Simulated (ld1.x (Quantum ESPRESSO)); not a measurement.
# Wu–Cohen PAW dataset for Hg, scalar-relativistic all-electron reference.

- Element: mercury (Hg)
- Generator: ld1.x (Quantum ESPRESSO) 7.5
- Type: PAW
- Functional: Wu–Cohen
- Relativity: scalar-relativistic
- Frozen core: [Xe] 4f14
- Valence charge: 12
- Reference configuration: 5d10 6s1 6p1
- Partial waves: 6s (bound): rcut 2.40, rcutus 2.55 bohr; 6s channel at 1.3 Ry: rcut 2.40, rcutus 2.55 bohr; 6p (bound): rcut 2.30, rcutus 2.85 bohr; 6p channel at 0.7 Ry: rcut 2.30, rcutus 2.85 bohr; 5d (bound): rcut 1.50, rcutus 1.85 bohr; 5d channel at 0.4 Ry: rcut 1.50, rcutus 1.85 bohr
- Local potential: all-electron potential smoothed inside 2.55 bohr (lloc = -1)
- Core correction: Bessel-smoothed model core inside 1.30 bohr
- Augmentation charge: BG, radius 1.45 bohr

All-electron outer shells of the reference configuration (Wu–Cohen, scalar-relativistic, ld1.x):

```tsv
shell	level (eV)	outermost node (bohr)	outermost maximum (bohr)
4f	-98.18	–	0.37
5p	-68.79	0.51	0.93
5d	-12.02	0.55	1.17
6s	-8.45	1.08	2.16
6p	-2.02	1.27	3.10
```

Question: Estimate the cutoffs (Ry, on a coarse ladder) from which the occupation-weighted sum of valence levels, in a spherical-Bessel basis at the reference potential, stays within 10 and 1 mRy of its value at 400 Ry.

Answer: 35 Ry and 55 Ry.

Question: Does the potential have ghost states?

Answer: No extra level below or beside the all-electron valence levels (s, p, d, f tested).

Question: Is the overlap operator S = 1 + Σ q|β⟩⟨β| positive definite (Bessel basis up to 400 Ry)?

Answer: Yes: its lowest eigenvalue is 0.39 (s channel).

Question: Which valence shell sets the plane-wave cutoff?

Answer: 5d: its level needs 35 Ry to come within 1 mRy, against 6 Ry for 6s.

Question: Tests: 5d10 6s2 6p0; 5d10 6s1 6p0; 5d10 6s0 6p0; 5d10 6s0 6p2; 5d9 6s0 6p0; 5d9 6s2 6p0; 5d10 6s1.5 6p0. Which has the largest error in its energy relative to the reference configuration, and how large is it?

Answer: 5d9 6s2 6p0, with +234 meV (all-electron minus pseudo) on +9.36 eV.
